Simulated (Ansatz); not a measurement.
Reaction (cleavage of the P–Si bond): `N[SiH](F)P` + CH₃NH₂ → `CNP` + `N[SiH2]F`

Calculated with Ansatz (gas phase, PBE0-D4/def2-TZVP geometries, no zero-point term in ΔE). CCSD(T)/CBS adds triple-zeta CCSD(T) − MP2 to the extrapolated MP2 energy (def2 sets, frozen cores). DFT in def2-TZVPP. One conformer a species, not always the lowest.

Question: Is it downhill or uphill in electronic energy at CCSD(T)/CBS, and by how much? (An estimate is asked.)

Answer: Computed: Uphill: ΔE = +45.1 kJ/mol.

Question: What do these levels give: r2SCANh-D4, B2PLYP, PBE-QIDH, revPBE, PBE0, BHLYP? (Best estimate.)

Answer: Ansatz gave: r2SCANh-D4 50.2, B2PLYP 39.7, PBE-QIDH 45.7, revPBE 53.7, PBE0 50.4, BHLYP 35.2 kJ/mol.

Largest T1 diagnostic among the species: 0.012.

In def2-TZVPP, CCSD(T) changes the Hartree–Fock value by +16.2 kJ/mol (the triples alone add +2.2 kJ/mol) and MP2 by +13.9 kJ/mol. Leaving LDA and LC-ωPBE aside and taking each functional with its dispersion term where it has one, the values, not all of them listed here, spread over 17.0 kJ/mol, from CAM-B3LYP-D4 to PBE-D4. LDA lies −3.7 kJ/mol from PBE without D4.
